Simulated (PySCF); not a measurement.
Method: B3LYP-D3(BJ)/def2-TZVP run with PySCF. Gas-phase values, no solvent. B3LYP has the VWN-RPA correlation part, as in Gaussian. 

Reference species (SMILES): `[GeH3]` (neutral, multiplicity 2).

- dipole moment: 0.11 D

Changed species: `[GeH2][F]` (radical fragment; the reference has radical fragment).

**Question.** Give the shifts of the dipole moment.

**Answer.** the dipole moment goes up by 1.98 D, to 2.09 D.
